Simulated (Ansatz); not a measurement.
Basis-set extrapolation for C2H6NSi, SMILES `C=C[SiH2][NH]` radical (PBE0-D4/def2-TZVP geometry, frozen core, Ansatz 0.2.0). Multiplicity 2, UHF reference.

|  | def2-TZVPP | def2-QZVPP |
| --- | --- | --- |
| HF | -422.630514 | -422.645938 |
| MP2 correlation | -0.614769 | -0.658067 |
| CCSD(T) correlation | -0.692014 | not run |

Energies in hartree. Use E(X) = E(∞) + A·exp(−7.88·√X) for Hartree–Fock and E(X) = E(∞) + B·X^(−2.97) for correlation, with X = 3 and 4, and add CCSD(T) minus MP2 of the smaller set to the MP2 limit.

Task: What is the CCSD(T) energy at the basis-set limit?

Result: HF limit: -422.645938 + (-0.015424) × 0.13774 = -422.64806. MP2 limit: -0.658067 + (-0.043298) × 0.74074 = -0.69014. Higher-order term: -0.692014 − (-0.614769) = -0.07725. Total: -423.41545 hartree, 58.3 kcal/mol below CCSD(T)/def2-TZVPP.
